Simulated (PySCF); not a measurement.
**Electron correlation in Fe²⁺ (iron, charge +2)**

[Ar] 3d5 4s1, 4s spin antiparallel (an excited configuration). All numbers are calculated (PySCF 2.14, scalar relativity by spin-free X2C-1e, in ANO-RCC-VTZP). Frozen: [Ne]; 14 electrons correlated.

MP2 pair energies summed by pair of shells (mhartree):

```tsv
pair	energy	share (%)
3p-3d	-170.69	45.1
3p-3p	-75.28	19.9
3d-3d	-66.74	17.6
3s-3p	-22.40	5.9
3s-3d	-16.36	4.3
3d-4s	-16.03	4.2
3p-4s	-7.87	2.1
3s-3s	-2.96	0.8
3s-4s	-0.51	0.1
```

Total MP2 correlation energy: -378.83 mhartree.

Same-spin part -141.41 and opposite-spin part -237.42 mhartree; SCS-MP2 scales them by 1/3 and 6/5 to -332.04 mhartree.
